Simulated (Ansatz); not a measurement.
Worked example: Mo(CH3)2O2 + SiH3(OH) → Mo(CH3)(OH)O2 + SiH3(CH3)

Species: Mo(CH3)2O2, singlet; SiH3(OH) (silanol), singlet; Mo(CH3)(OH)O2, singlet; SiH3(CH3) (methylsilane), singlet. The partners trade CH3 for OH: Mo–CH3 and Si–OH bonds give way to Mo–OH and Si–CH3.

Shapes, held fixed at every level: PBE0-D4/def2-TZVP. Flexible molecules stand in one conformer, not always the lowest. Programs: Ansatz 0.2.0. The zero-point and thermal change to 298 K, harmonic and unscaled (PBE0-D4/def2-TZVP), is +1.4 kJ/mol.

At CCSD(T)/def2-TZVPP; 1 Eh = 2625.50 kJ/mol:

| species | energy (Eh) |
| --- | --- |
| Mo(CH3)2O2 | -298.069533 |
| SiH3(OH) | -366.623206 |
| Mo(CH3)(OH)O2 | -334.014116 |
| SiH3(CH3) | -330.690236 |

**Question.** Work out ΔH(298 K) of the reaction at this level.

**Answer.** 
1. Products less reactants: (-334.014116) + (-330.690236) − [(-298.069533) + (-366.623206)] = -0.011613 Eh = -30.5 kJ/mol.
2. With the thermal change: -30.5 + (+1.4) = -29.1 kJ/mol.

Other levels give -50.5 (CCSD(T)/def2-SVP) to -34.1 kJ/mol (r2SCAN0-D4/def2-TZVPP). No measured value is set beside it here. T1 is large for Mo(CH3)2O2 (0.025), Mo(CH3)(OH)O2 (0.025), so single-reference values are less sure there. For atoms past krypton def2 sets carry core potentials with scalar relativity. Outer-core shells of Mo are correlated in most correlated rows, in sets that cover them unevenly. CCSD(T)/def2-TZVPP lies outside the range of all other levels here, so it shouldn't be taken on trust. The median of the other levels is -44.0 kJ/mol.
